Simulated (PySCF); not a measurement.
Al(Me)(OMe)(SH) (C2H7AlOS), SMILES C[O][Al]([CH3])[SH]. Geometry: TPSSh-D3(BJ)/def2-SVP. The structure was generated by enumeration; whether it is a known compound was not checked. Other conformers were not sampled.

Computed equilibrium geometry at TPSSh-D3(BJ)/def2-SVP (PySCF confirms it by a frequency run) as a Z-matrix (one conformer of several):
```
Al
O 1 1.6988
C 2 1.4006 1 140.37
H 3 1.1043 2 110.14 1 120.94
H 3 1.1043 4 107.77 2 -120.18
H 3 1.1060 4 107.99 5 -116.41
C 1 1.9500 2 119.98 3 -179.87
H 7 1.1022 1 111.07 2 -0.62
H 7 1.1039 8 107.94 1 122.44
H 7 1.1039 8 107.92 9 115.19
S 1 2.2030 2 116.69 3 0.13
H 11 1.3533 1 93.97 2 -179.94
```
Charge 0, spin multiplicity 1.
